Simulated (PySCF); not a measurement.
Species: C5H6F2.
Cartesian coordinates in Å at the PBE0-D3(BJ)/def2-SVP level; atoms count from 1:
```xyz
13
C5H6F2 angstrom
F      2.419   -0.646   -0.065
C      1.485    0.254   -0.449
F      2.049    1.483   -0.389
C      0.293    0.188    0.467
C     -0.913    0.996    0.046
C     -1.690   -0.084   -0.124
C     -0.616   -1.063    0.283
H      1.218    0.049   -1.502
H      0.652    0.354    1.497
H     -1.063    2.072   -0.072
H     -2.731   -0.222   -0.430
H     -0.282   -1.778   -0.488
H     -0.803   -1.624    1.212
```

Jobs on this species (13 atoms, 54 electrons) with PySCF (density fitting). Hardware of each: an Arm Neoverse V1 with one thread, shared host. Times come from a shared host and carry two figures at best. Peak memory is the resident size of the whole Python process, interpreter and libraries included.

```csv
level and settings,work,basis functions,SCF cycles,wall time,peak memory
PBE0/IGLO-III,"shieldings, ring-centre shieldings, charges and field gradients",305,?,?,?
PBE0/def2-TZVP,"shieldings, ring-centre shieldings, charges and field gradients",253,13,36 s,0.99 GiB
PBE0/pcSseg-0,"shieldings, ring-centre shieldings, charges and field gradients",75,13,6.2 s,0.49 GiB
PBE0/aug-cc-pVDZ,"shieldings, ring-centre shieldings, charges and field gradients",215,13,31 s,0.94 GiB
WP04/pcSseg-1,"shieldings, ring-centre shieldings",149,15,15 s,0.81 GiB
BHandHLYP/pcSseg-1,"shieldings, ring-centre shieldings",149,12,14 s,0.80 GiB
OPBE/pcSseg-1,"shieldings, ring-centre shieldings",149,16,23 s,0.78 GiB
LDA/pcSseg-1,"shieldings, ring-centre shieldings",149,15,18 s,0.69 GiB
PBE0/6-31G,"shieldings, ring-centre shieldings, charges and field gradients",75,13,6.9 s,0.50 GiB
```

Task: Fill in the missing figures.

Result: 
- PBE0/IGLO-III; shieldings, ring-centre shieldings, charges and field gradients: 49 s, 1.1 GiB, 14 SCF cycles

Task: What do all jobs in the table cost together?

Result: About 3.3 min; the longest takes about 25 % of that, and about 7.9 times as long as the shortest.
